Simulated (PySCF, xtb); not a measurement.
Bi(OH)(SiH3)2 (BiH₇OSi₂), SMILES [OH][Bi]([SiH3])[SiH3]. Other conformers were not sampled.

Harmonic wavenumbers (cm⁻¹) from GFN2-xTB in xtb at its own minimum, in rising order: 63, 70, 97, 103, 121, 161, 327, 329, 401, 403, 424, 444, 450, 771, 795, 804, 804, 813, 826, 883, 2264, 2268, 2273, 2280, 2281, 2285, 3694.

**Question.** What does PBE-D3(BJ)/def2-SVP (PySCF) give at its own minimum? (Estimate from the structure and the level; the computed values follow.)

**Answer.** 60, 67, 78, 99, 108, 220, 261, 262, 415, 431, 442, 485, 510, 793, 828, 875, 892, 897, 900, 905, 2129, 2133, 2150, 2155, 2159, 2160, 3682. Paired by order, the mean absolute difference is 58 cm⁻¹ and the zero-point energies are 37.8 and 37.3 kcal/mol.
